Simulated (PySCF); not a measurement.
# Electronic structure of Cu⁺ (copper, charge +1) at the UHF level

Configuration: [Ar] 3d10, closed-shell 1S. Calculation: PySCF 2.14, in x2c-SVPall (5s3p3d1f, 36 functions); scalar relativity by spin-free X2C-1e.

```json
{
 "Total energy": "-1652.599591 hartree",
 "One-electron energy": "-2297.8274 hartree",
 "Hartree (Coulomb) energy": "711.6608 hartree",
 "Exchange energy": "-66.4330 hartree",
 "⟨S²⟩": "0.0000",
 "⟨L²⟩": "0.000",
 "Sum of ⟨r⟩": "17.61 bohr",
 "Sum of ⟨r²⟩": "18.67 bohr²",
 "Langevin diamagnetic susceptibility": "-14.8 ×10⁻⁶ cm³/mol",
 "Time after the integrals": "0.09 s of wall time on 1 thread of Neoverse-V1 (shared host)"
}
```

```csv
shell,electrons,mean orbital energy (hartree),"rms radius, mean of both spins (bohr)"
1s,2,-332.76741,0.0602
2s,2,-41.96849,0.254
2p,6,-36.12348,0.228
3s,2,-5.47820,0.767
3p,6,-3.69049,0.820
3d,10,-0.80594,1.14
```

Densities and radii are taken from the X2C orbitals without a picture-change correction, which distorts them close to the nucleus.
